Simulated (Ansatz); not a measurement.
The cluster Ca5Si3⁺. Total charge 1; doublet. Geometry PBE-D4/def2-SVP.

Cartesian coordinates in Å:
```
Ca -0.668 -2.167 2.853
Ca -0.668 2.622 -3.978
Ca 2.532 -1.663 2.711
Ca -0.368 1.729 0.001
Ca -0.093 -0.966 -2.282
Si -1.984 1.074 -2.276
Si 0.543 0.418 2.411
Si 0.706 -1.048 0.561
```

At r2SCAN-D4/def2-TZVP, PBE0-D4/def2-TZVP the charge 1 doublet is spin-contaminated (final ⟨S²⟩ up to 1.27, 0.75 for a pure state). Another isomer (doublet) lies 2.38 eV lower at PBE0-D4/def2-TZVP; other spin states weren't run for this one.

Task: Estimate the α-spin orbital energies around the gap (eV) in Ansatz with PBE-D4/def2-TZVP, r2SCAN-D4/def2-TZVP, PBE0-D4/def2-TZVP.

Result: 
| orbital | PBE-D4/def2-TZVP | r2SCAN-D4/def2-TZVP | PBE0-D4/def2-TZVP |
| --- | --- | --- | --- |
| HOMO−9 | -11.67 | -11.74 | -13.00 |
| HOMO−8 | -10.86 | -11.01 | -12.06 |
| HOMO−7 | -8.01 | -8.16 | -9.01 |
| HOMO−6 | -7.64 | -7.58 | -8.25 |
| HOMO−5 | -7.23 | -7.26 | -7.95 |
| HOMO−4 | -6.51 | -6.43 | -7.06 |
| HOMO−3 | -6.34 | -6.31 | -6.95 |
| HOMO−2 | -6.24 | -6.24 | -6.88 |
| HOMO−1 | -5.90 | -5.93 | -6.50 |
| HOMO | -5.87 | -5.89 | -6.46 |
| LUMO | -5.47 | -5.21 | -4.71 |
| LUMO+1 | -5.10 | -4.90 | -4.45 |
| LUMO+2 | -4.80 | -4.51 | -4.33 |
| LUMO+3 | -4.44 | -4.20 | -3.86 |
| LUMO+4 | -4.36 | -4.09 | -3.64 |
| LUMO+5 | -4.22 | -4.00 | -3.58 |
| β HOMO | -5.84 | -5.89 | -6.44 |
| β LUMO | -5.46 | -5.24 | -4.73 |
